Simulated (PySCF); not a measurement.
Job file and geometry (Å, from GFN2-xTB) of an NMR shielding run on SMILES [SiH3]N1CCC=N1, C3H8N2Si, PySCF 2.14.0, density-fitted response routines, GIAO PBE0/pcSseg-1 NMR shielding, non-relativistic, gas phase; density fitting, a coarse starting grid and PySCF grid level 2 are the driver's defaults:

```
{"job": {"kind": "nmr", "xc": "PBE0", "basis": "pcSseg-1"}, "charge": 0, "multiplicity": 1}
Si     2.241292     0.145056    -0.309486
N      0.518860     0.177554    -0.198882
C     -0.321329    -0.758841     0.556007
C     -1.746838    -0.236377     0.332146
C     -1.459527     0.960864    -0.543234
N     -0.226519     1.130175    -0.790491
H      2.639265    -1.177247    -0.810822
H      2.813979     0.316258     1.033669
H      2.575982     1.231957    -1.213394
H     -0.026746    -0.748028     1.608861
H     -0.176104    -1.770911     0.168839
H     -2.385765    -0.957911    -0.180159
H     -2.242038     0.061040     1.258190
H     -2.205190     1.625939    -0.933410
```

Problem. What does the program print?

Solution. 
```
coarse grid: 11968 points
cycle   1  E = -517.6109082094  dE =  7.968e-01  |g| = 2.694e-01  |ddm| = 3.414e+00
cycle   2  E = -517.6163648608  dE = -5.457e-03  |g| = 2.372e-01  |ddm| = 5.389e-01
cycle   3  E = -517.6287561687  dE = -1.239e-02  |g| = 8.065e-02  |ddm| = 2.793e-01
cycle   4  E = -517.6298176008  dE = -1.061e-03  |g| = 3.696e-02  |ddm| = 8.094e-02
cycle   5  E = -517.6301277888  dE = -3.102e-04  |g| = 7.378e-03  |ddm| = 3.489e-02
cycle   6  E = -517.6301400986  dE = -1.231e-05  |g| = 1.620e-03  |ddm| = 6.564e-03
cycle   7  E = -517.6301405338  dE = -4.352e-07  |g| = 5.245e-04  |ddm| = 1.351e-03
final grid: 110512 points
cycle   8  E = -517.6628947076  dE = -2.437e-05  |g| = 6.785e-03  |ddm| = 2.315e-02
cycle   9  E = -517.6628877556  dE =  6.952e-06  |g| = 8.815e-03  |ddm| = 1.368e-02
cycle  10  E = -517.6629055823  dE = -1.783e-05  |g| = 1.664e-03  |ddm| = 7.958e-03
cycle  11  E = -517.6629062027  dE = -6.204e-07  |g| = 3.398e-04  |ddm| = 1.471e-03
cycle  12  E = -517.6629062281  dE = -2.542e-08  |g| = 3.596e-05  |ddm| = 2.831e-04
cycle  13  E = -517.6629062284  dE = -2.423e-10  |g| = 1.031e-05  |ddm| = 4.768e-05
converged SCF energy = -517.6629062284

GIAO shielding tensors (ppm)
atom      isotropic    diamagn.    paramagn.     s11        s22        s33       span
  0 Si     403.957     880.853    -476.896    371.404    373.872    466.594     95.190
  1 N      137.983     328.398    -190.416     70.845     99.566    243.537    172.692
  2 C      139.394     244.832    -105.439    110.120    133.146    174.916     64.796
  3 C      149.909     252.231    -102.323    119.894    156.368    173.464     53.570
  4 C       51.053     253.338    -202.285    -45.857     91.989    107.028    152.885
  5 N     -126.267     321.173    -447.440   -437.643    -97.504    156.345    593.988
  6 H       26.949      29.515      -2.566     23.498     25.347     32.002      8.504
  7 H       26.943      29.437      -2.494     23.436     25.248     32.144      8.708
  8 H       26.563      29.342      -2.779     23.347     25.494     30.847      7.500
  9 H       28.279      30.526      -2.247     23.093     27.753     33.992     10.899
 10 H       28.249      30.516      -2.268     23.118     27.672     33.957     10.840
 11 H       28.792      29.738      -0.946     24.526     26.785     35.065     10.539
 12 H       28.800      29.758      -0.958     24.557     26.783     35.061     10.503
 13 H       25.533      30.334      -4.801     23.737     25.806     27.056      3.319
```

Problem. Turn these shieldings into chemical shifts. Referencing at the same level of theory: ²⁹Si (349.16 ppm), ¹³C (186.93 ppm), ¹H (31.72 ppm) against TMS; ¹⁵N (267.73 ppm) vs NH3.

Solution. Averaging equivalent atoms: Si 0: -54.8; N 5: 394.0; N 1: 129.7; C 4: 135.9; C 2: 47.5; C 3: 37.0; H 13: 6.18; H 6/7/8: 4.90; H 9/10: 3.45; H 11/12: 2.92 ppm. Experimental scales use liquid or dissolved standards, which lie at an offset from isolated NH3 (liquid NH3: subtract about 20 ppm). Unscaled 15N shifts of sp2 nitrogen come out 20 to 40 ppm too high even then.

Size and cost of the density-fitted run: 149 basis functions, 14 s wall time on 1 thread of an Arm Neoverse V2, shared host.
